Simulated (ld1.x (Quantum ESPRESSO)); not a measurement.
## B (Z = 5), TM: configuration errors across variants

ld1.x (Quantum ESPRESSO) 7.5 input, shortened:

```
&input
   title='B', zed=5., rel=0, dft='PW91', iswitch=3,
   config='[He] 2s2 2p0.5 3d-2'
 /
 &inputp
   pseudotype=2, tm=.true., lloc=2,
   nlcc=.true., new_core_ps=.true.
 /
3
2S  1  0   2.00   0.00  1.10  1.10  0.0
2P  2  1   0.50   0.00  2.30  2.30  0.0
3D  3  2  -2.00   0.50  2.35  2.35  0.0
 &test
   configts(1)='2s2 2p0.5'
 /
```

All-electron excitation energies from the reference (eV): (1) 2s2 2p1 -2.912; (2) 2s2 2p0 5.358; (3) 2s1 2p0 30.819; (4) 2s0 2p3 8.794; (5) 2s2 2p1.3 -3.664; (6) 2s1 2p2 2.931; (7) 2s1 2p1 11.489.

The default core radius of the base comes out at 0.70 bohr.

2 further variants failed, have other tests or another functional or relativity, and are left out.

Errors AE − PS in meV (a dash: test not solved or not reliable):

```csv
change,(1),(2),(3),(4),(5),(6),(7),bound ghosts
base,+4.0,+13,+74,+8.0,+6.5,+8.8,-14,none
wave 3d channel at 0.5 Ry: rc 2.35 bohr becomes 3d channel at 0.5 Ry: rc 2.30 bohr,+4.0,+13,+74,+8.0,+6.5,+8.8,-14,none
wave 3d channel at 0.5 Ry: rc 2.35 bohr becomes 3d channel at 0.6 Ry: rc 2.35 bohr,+4.0,+13,+74,+8.0,+6.5,+8.7,-14,none
wave 2p (bound): rc 2.30 bohr becomes 2p (bound): rc 2.60 bohr,+6.4,+19,+103,-0.3,+11,+11,-28,none
```

**Question.** Give the same row for: core correction Bessel-smoothed model core inside 1.24 bohr.

**Answer.** +4.2, +14, +81, +14, +6.9, +11, -15; bound ghosts: none.
